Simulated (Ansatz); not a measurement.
CH4Cl2O2Si (`OC(O)(Cl)[SiH2]Cl`). Charge 0, multiplicity 1.

```xyz
10

O     1.6271   -0.2046    0.0116
C     0.3069   -0.5558    0.0880
O    -0.0747   -0.9222    1.3699
Cl   -0.0279   -2.0271   -0.9322
Si   -0.7762    0.8002   -0.7053
Cl   -0.7543    2.3776    0.6210
H     2.1499   -0.8919    0.4480
H    -0.0763   -0.1188    1.9074
H    -0.2112    1.2341   -1.9984
H    -2.1633    0.3086   -0.8101
```

Question: What are the harmonic wavenumbers in cm⁻¹ at PBE0-D4/def2-TZVP (Ansatz, finite differences of forces, unscaled)? (An estimate is asked.)

Answer: Ansatz gave: 59, 103, 184, 218, 305, 346, 387, 402, 486, 543, 592, 653, 689, 751, 846, 933, 1072, 1154, 1293, 1371, 2275, 2294, 3768, 3783.

Question: Is this a minimum?

Answer: Yes, all 24 modes are real.

Question: Give the ideal-gas thermochemistry at 298.15 K and 1 bar (rigid rotor, harmonic oscillator; point group C1, symmetry number 1).

Answer: Zero-point energy 146.6 kJ/mol; H(298) − E = 170.1 kJ/mol; entropy 374.8 J/(mol·K), of which translation 171.1, rotation 120.7, vibration 83.0; G(298) − E = 58.4 kJ/mol. Modes under 100 cm⁻¹ are hindered rotations or soft bends, so the harmonic entropy is rough.

Question: And at 400, 500, 600, 800 and 1000 K?

Answer: 
```json
{"T (K)": "400", "H − E (kJ/mol)": "183.8", "S (J/mol/K)": "414.2", "G − E (kJ/mol)": "18.2"}
{"T (K)": "500", "H − E (kJ/mol)": "199.0", "S (J/mol/K)": "448.1", "G − E (kJ/mol)": "-25.0"}
{"T (K)": "600", "H − E (kJ/mol)": "215.5", "S (J/mol/K)": "478.0", "G − E (kJ/mol)": "-71.3"}
{"T (K)": "800", "H − E (kJ/mol)": "251.1", "S (J/mol/K)": "529.1", "G − E (kJ/mol)": "-172.2"}
{"T (K)": "1000", "H − E (kJ/mol)": "289.2", "S (J/mol/K)": "571.6", "G − E (kJ/mol)": "-282.4"}
```

Question: Rotational constants (cm⁻¹)?

Answer: 0.1186, 0.03555, 0.03251.
